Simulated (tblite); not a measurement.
Compound: C₅H₁₆AlNOSi.
Numbering: `[CH3:1][N+:2]1([CH3:3])[AlH2-:4][CH2:5][CH2:6][C@@H:7]1[O:8][SiH3:9]` (hydrogens: H10, H11, H12 on C1; H13, H14, H15 on C3; H16, H17 on Al4; H18, H19 on C5; H20, H21 on C6; H22 on C7; H23, H24, H25 on Si9)

Computed with GFN2-xTB (tblite), gas phase: L-BFGS steps from a force-field or distance-geometry start until the largest atomic force falls under 0.01 eV/Å.

Step 63: E = -781.6413 eV
```
atom  x, y, z in Å  |  force x, y, z in eV/Å
C1     -0.9827   -1.5163   -0.8864   -0.048  -0.019  -0.033
N2     -0.7610   -0.4605    0.0893    0.008  -0.062   0.032
C3     -1.3739   -0.8003    1.3695   -0.002  -0.044   0.062
Al4    -1.6600    1.2393   -0.6218    0.023   0.056  -0.170
C5     -0.6179    2.1050    0.8702    0.089   0.009   0.048
C6      0.7459    1.4018    0.6887    0.043  -0.010   0.019
C7      0.6487   -0.0848    0.2610   -0.010   0.023   0.012
O8      1.2968   -0.2650   -0.9489    0.040   0.032   0.060
Si9     2.8132   -0.7808   -1.2101   -0.077  -0.009  -0.012
H10    -2.0534   -1.5686   -1.0826   -0.051  -0.017   0.071
H11    -0.4896   -1.2565   -1.8205    0.003   0.039   0.034
H12    -0.6203   -2.4914   -0.5479    0.033   0.005   0.055
H13    -2.4058   -0.4367    1.3571   -0.008  -0.103   0.003
H14    -0.8496   -0.3089    2.1880   -0.032  -0.011  -0.077
H15    -1.3632   -1.8798    1.5579    0.010   0.073  -0.080
H16    -1.1013    1.4028   -2.0691    0.002   0.009   0.024
H17    -3.1337    0.7562   -0.5296   -0.095  -0.051   0.039
H18    -0.9796    1.9200    1.8912   -0.044   0.043   0.026
H19    -0.4246    3.1833    0.8406    0.029   0.033  -0.007
H20     1.2652    1.9092   -0.1275    0.067  -0.065   0.047
H21     1.3750    1.4676    1.5838   -0.019   0.054  -0.045
H22     1.1170   -0.7388    1.0249   -0.083   0.006  -0.096
H23     2.7445   -0.9802   -2.6488    0.025  -0.014   0.049
H24     3.0067   -2.0174   -0.4309    0.081   0.084  -0.073
H25     3.7928    0.2250   -0.7892    0.015  -0.060   0.014
```

Step 64: E = -781.6453 eV
```
atom  x, y, z in Å  |  force x, y, z in eV/Å
C1     -0.9795   -1.5142   -0.8906   -0.065  -0.042  -0.052
N2     -0.7582   -0.4585    0.0850   -0.048  -0.031   0.001
C3     -1.3735   -0.8033    1.3619   -0.001  -0.041  -0.011
Al4    -1.6611    1.2401   -0.6204   -0.021   0.061  -0.139
C5     -0.6159    2.1082    0.8666    0.098   0.038   0.046
C6      0.7486    1.4055    0.6929    0.024  -0.064   0.021
C7      0.6489   -0.0793    0.2606   -0.005  -0.032  -0.010
O8      1.2976   -0.2615   -0.9487    0.070   0.032   0.045
Si9     2.8116   -0.7878   -1.2064   -0.051   0.028  -0.031
H10    -2.0554   -1.5865   -1.0559   -0.006  -0.011   0.039
H11    -0.5132   -1.2428   -1.8366   -0.021   0.035   0.070
H12    -0.5925   -2.4857   -0.5652    0.037   0.038   0.054
H13    -2.4044   -0.4431    1.3511   -0.060  -0.081  -0.006
H14    -0.8513   -0.3184    2.1781    0.045   0.104   0.067
H15    -1.3575   -1.8790    1.5484   -0.006  -0.059  -0.078
H16    -1.1247    1.4103   -2.0708    0.025   0.008  -0.013
H17    -3.1330    0.7537   -0.5076   -0.097  -0.049   0.029
H18    -0.9857    1.9363    1.8876   -0.015   0.009   0.016
H19    -0.4153    3.1838    0.8308    0.002   0.085  -0.013
H20     1.2752    1.9130   -0.1195    0.055  -0.071   0.080
H21     1.3691    1.4650    1.5948   -0.014   0.062  -0.068
H22     1.1100   -0.7366    1.0238   -0.025  -0.008  -0.069
H23     2.7511   -0.9961   -2.6465    0.013  -0.008   0.097
H24     3.0031   -2.0174   -0.4159    0.071   0.077  -0.079
H25     3.7950    0.2184   -0.7886   -0.005  -0.079   0.002
```

Step 65: E = -781.6496 eV
```
atom  x, y, z in Å  |  force x, y, z in eV/Å
C1     -0.9828   -1.5174   -0.8909   -0.050  -0.032  -0.010
N2     -0.7603   -0.4595    0.0824   -0.080   0.009  -0.005
C3     -1.3742   -0.8000    1.3606    0.002  -0.044   0.025
Al4    -1.6582    1.2421   -0.6249   -0.053   0.048  -0.050
C5     -0.6118    2.1059    0.8688    0.061   0.060   0.011
C6      0.7508    1.4014    0.6959    0.001  -0.077   0.011
C7      0.6464   -0.0807    0.2578   -0.013  -0.062  -0.021
O8      1.2939   -0.2609   -0.9522    0.072   0.033   0.016
Si9     2.8090   -0.7848   -1.2072   -0.019   0.063  -0.038
H10    -2.0592   -1.5994   -1.0430   -0.018  -0.003   0.017
H11    -0.5257   -1.2422   -1.8396   -0.026   0.035   0.047
H12    -0.5855   -2.4848   -0.5680    0.049   0.019   0.060
H13    -2.4116   -0.4541    1.3427   -0.005  -0.103   0.005
H14    -0.8582   -0.2969    2.1718    0.001   0.075   0.033
H15    -1.3402   -1.8745    1.5604   -0.018  -0.017  -0.089
H16    -1.1220    1.4137   -2.0706    0.038   0.013  -0.053
H17    -3.1338    0.7550   -0.5093   -0.058  -0.035   0.019
H18    -0.9867    1.9403    1.8897    0.008  -0.005  -0.006
H19    -0.4072    3.1805    0.8312   -0.005   0.100  -0.017
H20     1.2816    1.9074   -0.1146    0.045  -0.055   0.081
H21     1.3692    1.4581    1.5986    0.003   0.048  -0.048
H22     1.1038   -0.7431    1.0159    0.016  -0.030  -0.019
H23     2.7581   -0.9920   -2.6482    0.003  -0.003   0.107
H24     3.0035   -2.0121   -0.4171    0.067   0.050  -0.066
H25     3.7904    0.2220   -0.7815   -0.020  -0.089  -0.010
```

Step 66: E = -781.6553 eV
```
atom  x, y, z in Å  |  force x, y, z in eV/Å
C1     -0.9875   -1.5203   -0.8930   -0.024  -0.006   0.051
N2     -0.7657   -0.4596    0.0778   -0.081   0.058  -0.007
C3     -1.3751   -0.7957    1.3592    0.012  -0.017   0.052
Al4    -1.6580    1.2468   -0.6319   -0.078   0.023   0.101
C5     -0.6047    2.1048    0.8713   -0.021   0.085  -0.055
C6      0.7540    1.3931    0.7015   -0.038  -0.052  -0.006
C7      0.6418   -0.0842    0.2539   -0.028  -0.076  -0.017
O8      1.2917   -0.2609   -0.9548    0.020   0.040  -0.035
Si9     2.8065   -0.7816   -1.2086    0.034   0.084  -0.013
H10    -2.0647   -1.6219   -1.0229   -0.015   0.005  -0.016
H11    -0.5463   -1.2333   -1.8453   -0.048   0.018   0.022
H12    -0.5671   -2.4793   -0.5757    0.052  -0.001   0.055
H13    -2.4205   -0.4718    1.3323    0.042  -0.117   0.022
H14    -0.8683   -0.2663    2.1624   -0.057   0.026  -0.013
H15    -1.3160   -1.8668    1.5758   -0.026   0.007  -0.096
H16    -1.1244    1.4189   -2.0732    0.051   0.021  -0.102
H17    -3.1389    0.7529   -0.5084    0.009  -0.004   0.001
H18    -0.9893    1.9493    1.8917    0.048  -0.023  -0.050
H19    -0.3938    3.1786    0.8300   -0.007   0.091  -0.020
H20     1.2932    1.8969   -0.1040    0.032  -0.026   0.052
H21     1.3690    1.4497    1.6043    0.024   0.003   0.005
H22     1.0931   -0.7542    1.0047    0.067  -0.070   0.056
H23     2.7674   -0.9895   -2.6480   -0.011  -0.001   0.078
H24     3.0080   -2.0046   -0.4184    0.059   0.001  -0.045
H25     3.7848    0.2231   -0.7719   -0.014  -0.071  -0.021
```

Task: Estimate the geometry and energy of step 67. (The exact step hangs on the optimiser's Hessian estimate; all steps are aligned on step 66, rigid shifts and turns removed.)

Result: E = -781.6589 eV, largest force 0.159 eV/Å
```
atom  x, y, z in Å  |  force x, y, z in eV/Å
C1     -0.9898   -1.5208   -0.8944   -0.006   0.002   0.067
N2     -0.7694   -0.4583    0.0748   -0.050   0.064  -0.004
C3     -1.3750   -0.7940    1.3580    0.009   0.007   0.038
Al4    -1.6606    1.2500   -0.6340   -0.072   0.015   0.141
C5     -0.6007    2.1062    0.8710   -0.052   0.083  -0.081
C6      0.7555    1.3880    0.7050   -0.048  -0.021  -0.004
C7      0.6394   -0.0871    0.2517   -0.025  -0.059  -0.004
O8      1.2915   -0.2606   -0.9564   -0.025   0.037  -0.048
Si9     2.8057   -0.7806   -1.2088    0.048   0.064   0.016
H10    -2.0674   -1.6376   -1.0086    0.002   0.003  -0.030
H11    -0.5630   -1.2235   -1.8506   -0.063  -0.001   0.024
H12    -0.5493   -2.4734   -0.5828    0.034   0.012   0.041
H13    -2.4240   -0.4836    1.3264    0.036  -0.108   0.033
H14    -0.8746   -0.2508    2.1565   -0.071   0.004  -0.018
H15    -1.3034   -1.8625    1.5802   -0.017  -0.009  -0.083
H16    -1.1303    1.4233   -2.0770    0.044   0.020  -0.095
H17    -3.1428    0.7505   -0.5032    0.039   0.013  -0.009
H18    -0.9911    1.9568    1.8911    0.070  -0.027  -0.074
H19    -0.3856    3.1795    0.8265   -0.007   0.076  -0.020
H20     1.3018    1.8915   -0.0955    0.021  -0.019   0.032
H21     1.3683    1.4443    1.6089    0.021  -0.026   0.026
H22     1.0882   -0.7616    0.9993    0.071  -0.075   0.068
H23     2.7725   -0.9916   -2.6459   -0.018  -0.001   0.042
H24     3.0112   -2.0007   -0.4164    0.050  -0.018  -0.040
H25     3.7821    0.2207   -0.7670    0.010  -0.036  -0.018
```

The energy changes by -0.0036 eV. The first-order estimate −F·Δx gives -0.0045 eV and the mean of the old and new forces, exact on a quadratic surface, -0.0035 eV. The step makes an angle of 78° with the force vector and moves no atom by more than 0.021 Å.

The cost below is that of the whole relaxation. Hardware: one thread, Arm Neoverse V2 (aarch64) (shared host). Cost: 1.8 s wall.
